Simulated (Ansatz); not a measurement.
H6Au3. Charge 0, multiplicity 2. Geometry PBE0-D4/def2-SVP, basis def2-TZVP, Ansatz.

```xyz
9

Au   -1.112    1.312   -0.286
Au    1.802    0.694   -0.370
Au   -0.478   -1.218    0.413
H     0.553    1.895   -0.644
H     2.717    1.909   -0.849
H    -0.211   -2.693    0.821
H    -2.588    0.786    0.029
H     1.236   -0.886    0.204
H    -1.920   -1.798    0.683
```

```json
{"run": "A", "HOMO (eV)": "-5.92", "LUMO (eV)": "-4.66"}
{"run": "B", "HOMO (eV)": "-9.04", "LUMO (eV)": "-0.39"}
{"run": "C", "HOMO (eV)": "-6.59", "LUMO (eV)": "-3.99"}
{"run": "D", "HOMO (eV)": "-5.59", "LUMO (eV)": "-4.84"}
```

In the def2 sets Au takes a core potential; there is no spin–orbit coupling. No other spin state of charge 0 was run. Another isomer (doublet) lies 0.18 eV lower at PBE0-D4/def2-TZVP; other spin states weren't run for this one.

HOMO and LUMO are taken over both spins.

Q: The runs used HF, PBE, PBE0, r2SCAN. Estimate which is which.

A: A r2SCAN (0 % exact exchange); B HF (100 % exact exchange); C PBE0 (25 % exact exchange); D PBE (0 % exact exchange). Exact exchange lowers occupied and raises empty levels; among semilocal functionals meta-GGAs tend to open the gap a little, and such runs are hard to tell apart. The gap grows from 0.75 eV (PBE) to 8.65 eV (HF).
